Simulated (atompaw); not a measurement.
## An all-electron radial function and its pseudo partner (Ru (Z = 44))

Columns: radius, all-electron u(r) and pseudo u(r) of the 4d shell (level -37.35 eV) of ruthenium in the configuration [Ar] 3d10 4s2 4p6 4d5 5s0 5p0; PBE, scalar-relativistic, PAW (atompaw) scheme, atompaw 4.2.0.5.

```tsv
r (bohr)	all-electron	pseudo
0.085	-0.1356	0.0009
0.169	-0.3686	0.0068
0.254	-0.4411	0.0226
0.338	-0.3460	0.0513
0.423	-0.1542	0.0957
0.508	0.0695	0.1560
0.592	0.2827	0.2300
0.677	0.4704	0.3164
0.762	0.6221	0.4099
0.846	0.7356	0.5039
0.931	0.8159	0.5949
1.015	0.8656	0.6751
1.100	0.8908	0.7415
1.185	0.8961	0.7896
1.269	0.8861	0.8173
1.354	0.8645	0.8254
1.438	0.8348	0.8158
1.523	0.7989	0.7916
1.608	0.7591	0.7572
1.692	0.7176	0.7173
1.777	0.6745	0.6745
1.862	0.6312	0.6312
1.946	0.5890	0.5890
2.031	0.5474	0.5474
2.115	0.5078	0.5078
2.200	0.4694	0.4694
```

**Question.** How many radial nodes do the two functions have?

**Answer.** The all-electron 4d function has n − l − 1 = 1; the pseudo-wave has 0, since the states of the same l below it are removed with the core.

**Question.** At about which radius was the pseudo-wave matched?

**Answer.** 1.85 bohr. The columns agree to 0.0005 from 1.69 bohr on; several derivatives are matched, so the curves merge somewhat inside the radius.

**Question.** Is the pseudo-wave norm-conserving?

**Answer.** No, it belongs to a PAW set: the norm inside the radius is not constrained, and the difference is carried by the augmentation charge.
